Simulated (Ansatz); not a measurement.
`OB(F)N[SiH3]`. Charge 0, multiplicity 1. Geometry: relaxed with PBE0-D4/def2-TZVP. It is one conformer, not always the lowest.

```xyz
10

O     0.733    0.369   -1.645
B     1.196    0.358   -0.364
F     2.478    0.674   -0.115
N     0.327    0.015    0.692
Si   -1.350   -0.418    0.540
H     1.401    0.615   -2.288
H     0.725    0.024    1.617
H    -1.525   -1.633   -0.295
H    -2.144    0.685   -0.057
H    -1.841   -0.690    1.915
```

Q: What is the dipole moment at ωB97M-V/def2-TZVPP? (An estimate is asked.)

A: Computed: 0.40 D, with components (0.38, 0.09, 0.08) D in this frame, pointing from negative to positive charge.

Q: And with PBE, r2SCAN, B3LYP? (Best estimate.)

A: Computed: PBE 0.38 D, r2SCAN 0.40 D, B3LYP 0.35 D.

Q: Give the Mulliken charges with ωB97M-V, PBE, r2SCAN in def2-TZVPP. (Best estimate.)

A: The calculation gave: 
```tsv
atom	ωB97M-V	PBE	r2SCAN
O1	-0.31	-0.28	-0.35
B2	0.41	0.30	0.45
F3	-0.28	-0.24	-0.30
N4	-0.27	-0.22	-0.32
Si5	0.25	0.28	0.38
H6	0.19	0.20	0.21
H7	0.11	0.15	0.16
H8	-0.03	-0.06	-0.08
H9	-0.03	-0.06	-0.08
H10	-0.03	-0.06	-0.08
```

B3LYP here is the variant with VWN-RPA as its local correlation; programs differ in this.
